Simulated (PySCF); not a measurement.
NMR data simulated for an unnamed compound:

$^{1}$H NMR (400 MHz, computed): δ 7.52 (dt, J = 9.2, 1.5 Hz, 1H), 7.52 (m, 1H), 7.46 (m, 1H), 7.34 (d, J = 9.2 Hz, 1H), 7.32 (m, 1H), 3.42 (m, 2H), 3.20 (m, 2H), 2.41 (t, J = 1.5 Hz, 3H).

$^{13}$C{$^{1}$H} NMR (computed): δ 149.0 (C), 147.1 (C), 139.7 (C), 133.5 (CH), 131.4 (C), 131.1 (C), 130.1 (CH), 125.9 (CH), 125.4 (CH), 122.2 (CH), 35.0 (CH2), 33.8 (CH2), 21.6 (CH3).

Equivalent nuclei averaged, in vacuum, non-relativistic Hamiltonian, a single conformation. Geometry from PBE0-D3(BJ)/def2-SVP; PBE/pcSseg-1 with gauge-including orbitals; B3LYP/pcJ-1 coupling constants (without the spin–dipole term); PySCF 2.14.

Shifts are taken against calculated references (same method and geometry level): $^{1}$H and $^{13}$C against TMS.

Problem. Which of these does the molecule contain: a benzene ring, a Si–H bond, a Si–CH3 group, a nitrile?

Solution. 
- A benzene ring: yes.
- A Si–H bond: no.
- A Si–CH3 group: no.
- A nitrile: no.

The data belong to `c12ccc(C)c3c1c(ccc2)CC3`, C₁₃H₁₂; they needn't prove each group on their own.

Carbon signals by region: 10 in the sp2 and nitrile region (100–160 ppm), 3 below 50 ppm.

Splittings below 1 Hz are ignored in the labels, and close J values are merged. Couplings among chemically equivalent protons are left out too, so labels in AA′BB′ or AA′XX′ sets are apparent multiplicities. Unscaled 3J(H,H) at this level run about 10 % above measured values. Shifts are as computed. Against solution values, carbons near 30 ppm lie about +2 ppm off and those near 130 ppm about +2 ppm. Of 1211 compounds with measured shifts, 218 miss one by over three times the rms of a fit or turn the order of signals round; such compounds aren't used in these exercises.
